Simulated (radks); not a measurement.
The numbers below are computed, except where a source is named.
Ge, configuration [Ar] 3d10 4s2 4p2.

Code: a radial shooting solver on a logarithmic mesh with Libxc functionals. Model: scalar-relativistic Kohn-Sham, AM05, spin-polarised, spherical densities, finite nucleus; open shells are filled with parallel spins first; Fermi nuclear charge, rms radius 4.0742 fm.

Energy parts (eV):
| part | energy |
|---|---|
| total | -57037.174 |
| kinetic | 58052.501 |
| electron-nucleus | -137550.982 |
| Hartree | 24549.010 |
| exchange-correlation | -2087.703 |

Orbitals (lengths in bohr, moments of r in powers of bohr):
orbital,occ.,eigenvalue (eV),<r^2>
1s up,1,-10942.27,0.002980
1s down,1,-10942.21,0.002980
2s up,1,-1369.381,0.05217
2s down,1,-1369.358,0.05217
2p up,3,-1197.417,0.04143
2p down,3,-1197.370,0.04143
3s up,1,-167.6461,0.4511
3s down,1,-167.5952,0.4509
3p up,3,-115.1297,0.4945
3p down,3,-115.0665,0.4938
3d up,5,-29.2090,0.7030
3d down,5,-29.0629,0.6906
4s up,1,-12.1973,5.196
4s down,1,-10.6802,5.173
4p up,2,-4.3691,9.542
4p down,0,-2.8691,11.19

The highest occupied level is 4p up at -4.369 eV. For comparison, the ionisation energy in NIST's Atomic Spectra Database is 7.899 eV (measured). In exact Kohn-Sham theory the highest level is minus the ionisation energy, but local and semilocal functionals leave it too shallow, through self-interaction and a potential that decays too fast; potentials with the right tail come closer. The spin density at the nucleus is -0.7869 e/bohr^3 (1s -0.1000, 2s 0.0403, 3s 0.0141, 4s -0.7414). Spin moment in Bohr magnetons: 2. The density falls to 0.001 e/bohr^3 at r = 4.43 bohr.
